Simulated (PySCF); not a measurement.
Worked example: chemical shift, span and skew from a shielding tensor

Cl₂HSi, SMILES Cl[SiH]Cl (connectivity only; charge and spin as stated), charge +1, multiplicity 1. Atoms are numbered in the order given.

```xyz
4

Cl     0.0000    -1.6983    -0.3244
Si     0.0000     0.0000     0.6377
Cl     0.0000     1.6983    -0.3244
H      0.0000     0.0000     2.1006
```
Charge +1, spin multiplicity 1.

Geometry: TPSSh-D3(BJ)/def2-TZVP. The spin state was assumed, not searched. The isomer is the one that the SMILES or the coordinates give; other isomers of the formula were not compared.

GIAO shieldings from PBE/pcSseg-2 (PySCF), non-relativistic, no solvent. The symmetric part of the tensor of Si2 has the principal values 118.5, 188.9, 232.2 ppm. The same nucleus in TMS has σ = 324.1 ppm at this level (PySCF, at its B3LYP-D3(BJ)/def2-TZVP geometry). Without spin–orbit terms, shifts of atoms bonded to Cl or Br come out too high.

Q: Work out the isotropic shielding, the ²⁹Si shift against TMS, the span and the skew.

A: 
σ(iso) = (σ11 + σ22 + σ33)/3 = 179.9 ppm. δ = σ(ref) − σ(iso) = 324.1 − (179.9) = 144.2 ppm.
Span Ω = σ33 − σ11 = 113.7 ppm. Skew κ = 3(σ(iso) − σ22)/Ω = -0.24. Tumbling in solution averages the tensor to δ; in a static solid the shielding alone would spread this spin-1/2 line over Ω.
